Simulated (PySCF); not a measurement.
Working out the excitation energy of B

B [He] 2s2 2p1 (2P) → B [He] 2s1 2p2 (4P). Calculation: PySCF 2.14, in x2c-QZVPPall; scalar relativity by spin-free X2C-1e. Frozen: nothing. Energies in hartree (1 hartree = 27.21139 eV):

```json
{"part": "UHF", "B (lower)": "-24.539845", "B (upper)": "-24.459221"}
{"part": "MP2 opposite-spin", "B (lower)": "-0.060844", "B (upper)": "-0.017613"}
{"part": "MP2 same-spin", "B (lower)": "-0.004470", "B (upper)": "-0.013149"}
```

What does Hartree-Fock give?

(-24.459221) − (-24.539845) = 0.080624 hartree = 2.194 eV.

What do MP2 and SCS-MP2 (6/5 opposite-spin, 1/3 same-spin) give?

The opposite-spin parts differ by 1.176 eV and the same-spin parts by -0.236 eV. MP2: 2.194 + (1.176) + (-0.236) = 3.134 eV. SCS-MP2: 2.194 + 1.2 × (1.176) + (-0.236)/3 = 3.527 eV.
